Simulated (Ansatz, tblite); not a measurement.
Forces on V3O2⁺ at its PBE-D4/def2-SVP geometry. The state is a singlet with charge 1.

The xTB rows come from tblite. The restricted singlet is unstable towards broken spin symmetry at other levels; at PBE-D4/def2-TZVP this wasn't settled. No other spin state of charge 1 was run. The geometry of the singlet was relaxed on an unsound state (restricted singlet, unstable towards broken spin symmetry at other levels and untested here). Another isomer (singlet) lies 0.11 eV lower at PBE0-D4/def2-TZVP; other spin states weren't run for this one.

GFN1-xTB (tblite), largest force 12.01 eV/Å:

```xyz
5
positions Å, forces eV/Å
V     0.863   -1.221   -0.442    5.049   -6.547   -2.150
V    -0.426    0.009    0.605   -6.911    0.148    9.826
V     0.142    1.200   -0.986    0.409    6.430   -5.610
O    -1.424    1.332   -0.407    2.284   -1.421    0.083
O     0.846   -1.319    1.229   -0.831    1.390   -2.150
```

GFN2-xTB (tblite), largest force 8.02 eV/Å:

```
V 3.339 -3.262 -0.694
V -4.616 0.099 6.563
V -0.430 3.200 -3.442
O 2.432 -0.879 -0.090
O -0.725 0.842 -2.337
```

PBE-D4/def2-TZVP (Ansatz), largest force 0.59 eV/Å:

```
V 0.280 -0.326 -0.405
V -0.295 0.006 0.420
V 0.291 0.314 -0.407
O -0.237 0.010 0.127
O -0.040 -0.004 0.266
```
